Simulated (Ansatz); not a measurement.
The cluster Ta₄. The state is a singlet with charge 0. Geometry PBE-D4/def2-SVP, basis def2-TZVP, Ansatz.

```tsv
atom	x (Å)	y (Å)	z (Å)
Ta1	-0.225	1.380	0.718
Ta2	-0.905	-1.094	0.674
Ta3	1.510	-0.417	0.128
Ta4	-0.380	0.132	-1.519
```

```
run  HOMO (eV)  LUMO (eV)
  A      -3.51      -2.36
  B      -5.88      -0.25
  C      -5.10      -0.91
  D      -4.16      -1.80
```

In the def2 sets Ta takes a core potential; there is no spin–orbit coupling. The structure comes from a short search, and lower isomers may exist.

The runs used CAM-B3LYP, PBE0, r2SCAN, ωB97M-V. Estimate which is which.

A r2SCAN (0 % exact exchange); B ωB97M-V (range-separated); C CAM-B3LYP (range-separated); D PBE0 (25 % exact exchange). Exact exchange lowers occupied and raises empty levels; among semilocal functionals meta-GGAs tend to open the gap a little, and such runs are hard to tell apart. The gap grows from 1.16 eV (r2SCAN) to 5.62 eV (ωB97M-V).
